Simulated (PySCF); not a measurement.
GeHClBr2, SMILES [Cl][GeH]([Br])[Br].

Coordinates come from a B3LYP-D3(BJ)/def2-SVP optimisation.

Two levels are set side by side: PBE/def2-TZVP (PySCF) and M06-2X/def2-TZVP (PySCF). Same geometry, gas phase. Differences are taken from unrounded values.

```tsv
quantity	PBE
orbital gap (eV)	4.43
highest occupied level (eV)	-7.45
lowest empty level (eV)	-3.02
dipole moment (D)	1.22
mean polarisability (bohr³)	83.1
```

These are the PBE values. What does M06-2X give? (Estimate from the structure and the level; the computed values follow.)


```tsv
quantity	M06-2X	PBE minus M06-2X
orbital gap (eV)	8.98	-4.55
highest occupied level (eV)	-9.98	2.53
lowest empty level (eV)	-1.00	-2.02
dipole moment (D)	1.37	-0.15
mean polarisability (bohr³)	79.2	3.9
```

Without exact exchange PBE keeps part of each electron's self-repulsion, which lifts occupied levels and narrows the gap. Loosely held outer electrons make PBE densities more polarisable. Differences between two approximate levels are no errors against the true value.

Rough cost on one machine, each run with all the roots and properties that it gave: M06-2X against PBE about 3 times.
